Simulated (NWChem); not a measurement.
All runs are NWChem calculations. System: boron monoxide dimer (B2O2), charge 0, spin multiplicity 1, at a geometry optimised with B3LYP/def2-SVP. Level: RHF/def2-TZVP.

Job file:

```
start mol
memory heap 200 mb stack 900 mb global 1100 mb
geometry units angstroms nocenter noautoz
  O      0.000000     0.000000    -2.025303
  B      0.000000     0.000000    -0.824590
  B      0.000000     0.000000     0.824590
  O      0.000000     0.000000     2.025303
  symmetry group D2h
end
basis spherical
  * library def2-tzvp
end
scf
  rhf
  nopen 0
  maxiter 100
  thresh 1e-7
  semidirect memsize 60000000 filesize 0
end
task scf energy
```

Output (cleaned and shortened):

```
             Northwest Computational Chemistry Package (NWChem) 7.3.0
             --------------------------------------------------------

                                NWChem Input Module
                                -------------------

 Scaling coordinates for geometry "geometry" by  1.889725989
 (inverse scale =  0.529177249)

 Turning off AUTOSYM since
 SYMMETRY directive was detected!

                             Geometry "geometry" -> ""
                             -------------------------

 Output coordinates in angstroms (scale by  1.889725989 to convert to a.u.)

  No.       Tag          Charge          X              Y              Z
 ---- ---------------- ---------- -------------- -------------- --------------
    1 O                    8.0000     0.00000000     0.00000000    -2.02530300
    2 B                    5.0000     0.00000000     0.00000000    -0.82459000
    3 B                    5.0000     0.00000000     0.00000000     0.82459000
    4 O                    8.0000     0.00000000     0.00000000     2.02530300

 Effective nuclear repulsion energy (a.u.)      66.4950701259

            Nuclear Dipole moment (a.u.)
            ----------------------------
        X                 Y               Z
 ---------------- ---------------- ----------------
     0.0000000000     0.0000000000    -0.0000000000

      Symmetry information
      --------------------

 Group name             D2h
 Group number             26
 Group order               8
 No. of unique centers     2

      Symmetry unique atoms

     1    2


 Summary of "ao basis" -> "" (spherical)
 ------------------------------------------------------------------------------
       Tag                 Description            Shells   Functions and Types
 ---------------- ------------------------------  ------  ---------------------
 *                         def2-tzvp                  on all atoms

 Summary of "ao basis" -> "ao basis" (spherical)
 ------------------------------------------------------------------------------
       Tag                 Description            Shells   Functions and Types
[...]
   Bfn.  Coefficient  Atom+Function         Bfn.  Coefficient  Atom+Function
  ----- ------------  ---------------      ----- ------------  ---------------
     7      0.290684  1 O  py               100     -0.290684  4 O  py
    10      0.262148  1 O  py               103     -0.262148  4 O  py

 Vector   14  Occ=0.000000D+00  E= 3.156399D-02  Symmetry=b2u
              MO Center= -1.7D-31,  2.1D-16, -2.9D-16, r^2= 3.6D+00
   Bfn.  Coefficient  Atom+Function         Bfn.  Coefficient  Atom+Function
  ----- ------------  ---------------      ----- ------------  ---------------
    44      0.332071  2 B  py                75      0.332071  3 B  py
    13     -0.249045  1 O  py               106     -0.249045  4 O  py
    41      0.197962  2 B  py                72      0.197962  3 B  py
     7     -0.167394  1 O  py               100     -0.167394  4 O  py
    38      0.163989  2 B  py                69      0.163989  3 B  py

 Vector   15  Occ=0.000000D+00  E= 3.156399D-02  Symmetry=b3u
              MO Center= -3.4D-15,  2.3D-30,  6.0D-17, r^2= 3.6D+00
   Bfn.  Coefficient  Atom+Function         Bfn.  Coefficient  Atom+Function
  ----- ------------  ---------------      ----- ------------  ---------------
    43      0.332071  2 B  px                74      0.332071  3 B  px
    12     -0.249045  1 O  px               105     -0.249045  4 O  px
    40      0.197962  2 B  px                71      0.197962  3 B  px
     6     -0.167394  1 O  px                99     -0.167394  4 O  px
    37      0.163989  2 B  px                68      0.163989  3 B  px

 Vector   16  Occ=0.000000D+00  E= 9.900978D-02  Symmetry=ag
              MO Center=  3.9D-16, -8.5D-19, -6.6D-17, r^2= 7.4D+00
   Bfn.  Coefficient  Atom+Function         Bfn.  Coefficient  Atom+Function
  ----- ------------  ---------------      ----- ------------  ---------------
    36      1.325585  2 B  s                 67      1.325585  3 B  s
    35     -1.101247  2 B  s                 66     -1.101247  3 B  s
     5     -0.224177  1 O  s                 98     -0.224177  4 O  s

 center of mass
 --------------
 x =   0.00000000 y =   0.00000000 z =  -0.00000000

 moments of inertia (a.u.)
 ------------------
         522.050485765035           0.000000000000           0.000000000000
           0.000000000000         522.050485765035           0.000000000000
           0.000000000000           0.000000000000           0.000000000000

  Mulliken analysis of the total density
  --------------------------------------

    Atom       Charge   Shell Charges
 -----------   ------   -------------------------------------------------------
    1 O    8     8.26   0.79  1.18  0.59  0.90  0.32  1.81  1.88  0.75  0.00  0.02  0.00
    2 B    5     4.74   0.92  1.06  0.52  0.32  0.03  0.93  0.68  0.08  0.07  0.10  0.03
    3 B    5     4.74   0.92  1.06  0.52  0.32  0.03  0.93  0.68  0.08  0.07  0.10  0.03
    4 O    8     8.26   0.79  1.18  0.59  0.90  0.32  1.81  1.88  0.75  0.00  0.02  0.00

       Multipole analysis of the density wrt the origin
       ------------------------------------------------

     L   x y z        total         open         nuclear
     -   - - -        -----         ----         -------
     0   0 0 0     -0.000000      0.000000     26.000000

     1   1 0 0     -0.000000      0.000000      0.000000
     1   0 1 0     -0.000000      0.000000      0.000000
     1   0 0 1     -0.000000      0.000000     -0.000000

     2   2 0 0    -14.700602      0.000000      0.000000
     2   1 1 0      0.000000      0.000000      0.000000
     2   1 0 1      0.000000      0.000000      0.000000
     2   0 2 0    -14.700602      0.000000      0.000000
     2   0 1 1     -0.000000      0.000000      0.000000
     2   0 0 2    -27.368951      0.000000    258.649055

 Task  times  cpu:        1.2s     wall:        1.2s

 Total times  cpu:        1.2s     wall:        1.2s
```
